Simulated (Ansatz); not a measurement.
BGeH7OSi can be A, `O[SiH2][BH][GeH3]`, or B, `BO[SiH2][GeH3]`.

Gas-phase electronic energies from Ansatz, PBE0-D4/def2-TZVP geometries. CBS: MP2 limit from def2 TZ/QZ plus the TZ coupled-cluster correction, frozen cores. Functionals use def2-TZVPP. B3LYP here is the variant with VWN-RPA as its local correlation; programs differ in this. For Ge outer-core shells are correlated without core-valence functions, which leaves a few kJ/mol of doubt a bond. Scalar relativity is left out up to krypton. One conformer a species, not always the lowest.

A:

```xyz
11

O    -1.298   -1.515    1.048
Si   -1.236   -1.034   -0.533
B     0.268    0.210   -0.968
Ge    1.384    1.160    0.477
H    -1.130   -0.847    1.715
H    -2.471   -0.278   -0.924
H    -1.199   -2.293   -1.321
H     0.530    0.443   -2.112
H     0.724    1.123    1.872
H     2.723    0.404    0.598
H     1.705    2.629    0.148
```

B:

Z-matrix (Å, degrees):
```
Si
O 1 1.664
Ge 1 2.384 2 112.6
H 1 1.485 2 107.1 3 121.7
H 1 1.485 2 107.1 3 -121.7
B 2 1.345 1 132.5 3 0.1
H 3 1.537 1 111.7 2 -61.2
H 3 1.537 1 111.6 2 60.9
H 3 1.540 1 108.0 2 179.8
H 6 1.198 2 118.2 1 180.0
H 6 1.205 2 120.1 1 -0.0
```

Problem. Which isomer does CCSD(T)/CBS put lower? Give the gap. (An estimate is asked.)

Solution. The calculation gave: B, by 41.6 kcal/mol.

Problem. Give E(B) − E(A) in kcal/mol with B3LYP, B3LYP-D4, PBE-D4, CCSD/def2-TZVPP, r2SCAN-D4, PBE0-D4, ωB97M-V. (Estimate.)

Solution. Ansatz gave: B3LYP -43.0, B3LYP-D4 -43.3, PBE-D4 -40.0, CCSD/def2-TZVPP -41.9, r2SCAN-D4 -41.6, PBE0-D4 -40.7, ωB97M-V -43.1. None reverses the order clearly.

Largest T1 diagnostic: 0.013.

In def2-TZVPP, CCSD(T) changes the Hartree–Fock value by +2.8 kcal/mol (the triples alone add −0.0 kcal/mol) and MP2 by +1.2 kcal/mol. From PBE to PBE0 (25 % exact exchange), in def2-TZVPP and without D4, E(B) − E(A) moves by −0.8 kcal/mol.
